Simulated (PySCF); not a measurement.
## Partial charges of `[SiH3]CC[S+]1CCCC1`

C6H15SSi (charge +1).
Structure used (GFN2-xTB), in Å, numbered top down from 1:
```
atom  x, y, z in Å
Si1    3.7192    0.3209    0.1124
C2     2.0964   -0.5559   -0.4821
C3     0.9333    0.3956   -0.4977
S4    -0.6104   -0.4239   -1.1139
C5    -1.1418   -1.3330    0.3814
C6    -1.9656   -0.3579    1.2052
C7    -2.8076    0.4212    0.2025
C8    -1.8539    0.9087   -0.8792
H9     3.9520    1.4156   -0.8257
H10    3.4126    0.8317    1.4494
H11    4.7542   -0.7003    0.1129
H12    2.2562   -0.9618   -1.4799
H13    1.8936   -1.3993    0.1774
H14    0.7127    0.7950    0.4904
H15    1.1048    1.2136   -1.1958
H16   -1.7451   -2.1679    0.0269
H17   -0.2631   -1.7201    0.8913
H18   -1.3197    0.3179    1.7680
H19   -2.5884   -0.8969    1.9173
H20   -3.5667   -0.2314   -0.2300
H21   -3.3125    1.2658    0.6689
H22   -1.3188    1.8093   -0.5833
H23   -2.3461    1.0800   -1.8337
```

Density: PBE0/pcSseg-1 (PySCF); schemes: Mulliken, IAO, Hirshfeld and ESP-fitted. Geometry: GFN2-xTB, one conformer, isolated ion.

Problem. For which atoms does the sign change between the 4 schemes (beyond +0.03 e in one, beyond −0.03 e in another)?

Solution. C3 and C8.

Problem. At which atom do the 4 schemes differ most?

Solution. At S4: from +0.072 (ESP-fitted) to +0.655 e (IAO), 0.583 e apart.

Problem. Do the Mulliken, IAO, Hirshfeld and ESP-fitted schemes agree on where the charge is lowest?

Solution. All schemes agree: Mulliken C2 (-0.544); IAO C2 (-0.540); Hirshfeld C2 (-0.153); ESP-fitted C2 (-0.411).

Problem. Tabulate the Mulliken, IAO, Hirshfeld and ESP-fitted charges.

Solution. In e:

| atom | environment | Mulliken | IAO | Hirshfeld | ESP-fitted |
| --- | --- | --- | --- | --- | --- |
| Si1 | SiH3 silicon | +0.522 | +0.625 | +0.363 | +0.418 |
| C2 | sp3 carbon bound to silicon | -0.544 | -0.540 | -0.153 | -0.411 |
| C3 | sp3 carbon bound to sulfur | -0.365 | -0.317 | -0.038 | +0.100 |
| S4 | sulfonium sulfur | +0.308 | +0.655 | +0.373 | +0.072 |
| C5 | sp3 carbon bound to sulfur | -0.314 | -0.344 | -0.035 | -0.179 |
| C6 | ring CH2 carbon | -0.229 | -0.264 | -0.053 | +0.026 |
| C7 | ring CH2 carbon | -0.221 | -0.264 | -0.051 | -0.194 |
| C8 | sp3 carbon bound to sulfur | -0.292 | -0.346 | -0.034 | +0.178 |
| H9 | Si–H hydrogen | -0.048 | -0.102 | -0.059 | -0.074 |
| H10 | Si–H hydrogen | -0.058 | -0.107 | -0.064 | -0.087 |
| H11 | Si–H hydrogen | -0.033 | -0.082 | -0.046 | -0.048 |
| H12 | methylene hydrogen | +0.183 | +0.166 | +0.051 | +0.147 |
| H13 | methylene hydrogen | +0.169 | +0.151 | +0.046 | +0.144 |
| H14 | methylene hydrogen | +0.196 | +0.163 | +0.062 | +0.073 |
| H15 | methylene hydrogen | +0.210 | +0.181 | +0.070 | +0.099 |
| H16 | methylene hydrogen | +0.209 | +0.190 | +0.074 | +0.169 |
| H17 | methylene hydrogen | +0.209 | +0.184 | +0.075 | +0.132 |
| H18 | methylene hydrogen | +0.154 | +0.150 | +0.056 | +0.058 |
| H19 | methylene hydrogen | +0.188 | +0.186 | +0.078 | +0.077 |
| H20 | methylene hydrogen | +0.161 | +0.161 | +0.061 | +0.107 |
| H21 | methylene hydrogen | +0.185 | +0.184 | +0.077 | +0.103 |
| H22 | methylene hydrogen | +0.198 | +0.177 | +0.072 | +0.025 |
| H23 | methylene hydrogen | +0.213 | +0.196 | +0.077 | +0.068 |

Mean size of the charges over all atoms: IAO 0.249 e, Mulliken 0.226 e, ESP-fitted 0.130 e, Hirshfeld 0.090 e. Each set sums to the total charge, 1, to within 0.001 e. The Hirshfeld scheme divides the density at each point in proportion to the densities of the neutral, spherically averaged free atoms.

Problem. How closely do the schemes follow one another over all atoms?

Solution. Correlation coefficient and root-mean-square difference: Mulliken with IAO 0.96, 0.081 e; IAO with Hirshfeld 0.92, 0.187 e; Mulliken with Hirshfeld 0.81, 0.172 e; Mulliken with ESP-fitted 0.72, 0.178 e; IAO with ESP-fitted 0.69, 0.214 e; Hirshfeld with ESP-fitted 0.68, 0.116 e.

Problem. How many electrons does the Hirshfeld scheme count on C7?

Solution. Z − q = 6 − (-0.051) = 6.051.

These values come from a run that also computed NMR shieldings. The run took 35 s on one thread of an Arm Neoverse V2, on a shared host, and the process peaked at 1.1 GiB of memory.
